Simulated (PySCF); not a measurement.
## How methods differ on the interval between two levels of Cu

Cu [Ar] 3d10 4s1 [2S1/2, M_J = 1/2] → Cu [Ar] 3d9 4s1 5s1 [4D7/2, M_J = 7/2], as a difference of total energies. Calculation: PySCF 2.14, in x2c-SVPall-2c with one added diffuse shell each of s, d type (6s5p4d1f, 48 functions); the two-component X2C-1e Hamiltonian. Correlated levels: [Ne] frozen; the 6 highest virtual spinors dropped. "Screened" scales the spin-orbit matrix elements by Boettger's factors to mimic the two-electron term; Breit and QED terms are absent.

```
                    method  interval between two levels (cm⁻¹)
           GHF (spin-free)                               41559
          GMP2 (spin-free)                               67255
 GHF (screened spin-orbit)                               40707
GMP2 (screened spin-orbit)                               66407
```

The labels give the starting determinants; with spin-orbit coupling the two ends relaxed to ⟨J²⟩ = 0.75, ⟨L²⟩ = 0.00, ⟨S²⟩ = 0.75 and ⟨J²⟩ = 15.76, ⟨L²⟩ = 6.01, ⟨S²⟩ = 3.75.
